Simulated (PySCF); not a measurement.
C$_{2}$H$_{6}$NO (SMILES CC(N)=[OH+]), charge +1, singlet, geometry from GFN2-xTB. Base run: BLYP/STO-3G (PySCF).

Input for PySCF:
```python
from pyscf import gto, scf, dft

mol = gto.Mole()
mol.atom = '''
    O     0.318597    1.282346    0.055518
    C     0.045989    0.030480   -0.005547
    N     0.971309   -0.890866   -0.039247
    C    -1.383354   -0.330034   -0.021039
    H     0.728290   -1.872419   -0.084366
    H    -1.960376    0.454212   -0.508311
    H    -1.563605   -1.288230   -0.499661
    H    -1.746483   -0.388630    1.008214
    H     1.963033   -0.678155   -0.014999
    H     1.255393    1.547845    0.089227
'''
mol.basis = 'sto-3g'
mol.charge = 1
mol.spin = 0
mol.verbose = 5
mol.build()

mf = dft.RKS(mol)
mf.xc = 'blyp'
mf.kernel()
mf.analyze()
```

Variants of this job, named by their change:

| change | ΔE vs base (mEh) | grid points | electrons on the grid |
|---|---|---|---|
| base | 0.000 | 115072 | 31.99999 |
| grids.level = 1 | 0.010 | 35496 | 31.99997 |
| grids.level = 0 | -24.924 | 8040 | 32.00744 |
| grids.radi_method = gauss_chebyshev | 0.000 | 112768 | 31.99999 |
| grids.radi_method = mura_knowles | 0.000 | 110320 | 31.99999 |
| grids.atom_grid = (75, 302) | 0.000 | 145248 | 31.99999 |
| grids.prune = off | 0.000 | 181200 | 31.99999 |
| grids.level = 4 | -0.003 | 207600 | 32.00000 |
| small_rho_cutoff = 0 | 0.000 | 115072 | 31.99999 |
| grids.atom_grid = (99, 590) | -0.003 | 323712 | 32.00000 |
| grids.becke_scheme = stratmann | 0.000 | 115072 | 31.99999 |
